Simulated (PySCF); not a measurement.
CH₅BFN, SMILES FBNC.

The structure is a stationary point at PBE0-D3(BJ)/def2-SVP. The values are those of a single conformer.

The numbers are results of TDDFT-PBE0/def2-SVPD (PySCF), not measurements.

Vertical excitations. The molecule is in vacuum. State labels are in the subgroup Cs.

```
state  symmetry  energy (eV)  λ (nm)      f          main pairs
-----  --------  -----------  ------  -----  ------------------
S1           A"         7.11     174  0.001      HOMO→LUMO 96 %
S2           A'         7.73     160  0.199    HOMO→LUMO+1 97 %
S3           A"         7.90     157  0.026    HOMO→LUMO+2 96 %
S4           A"         8.19     151  0.000    HOMO→LUMO+3 93 %
S5           A"         8.62     144  0.025  HOMO−1→LUMO+1 97 %
S6           A"         9.12     136  0.005    HOMO→LUMO+4 98 %
S7           A'         9.31     133  0.021    HOMO−1→LUMO 90 %
S8           A'         9.35     133  0.052    HOMO→LUMO+5 94 %
S9           A"         9.65     128  0.016    HOMO→LUMO+6 93 %
S10          A'         9.77     127  0.015  HOMO−1→LUMO+2 92 %
T1           A'         6.07     204      0    HOMO→LUMO+1 96 %
T2           A"         6.91     179      0      HOMO→LUMO 92 %
T3           A"         7.71     161      0    HOMO→LUMO+2 86 %
T4           A"         7.76     160      0  HOMO−1→LUMO+1 95 %
```
Triplets are in the Tamm–Dancoff approximation, which puts them higher than full response would, so one can lie above its singlet here.
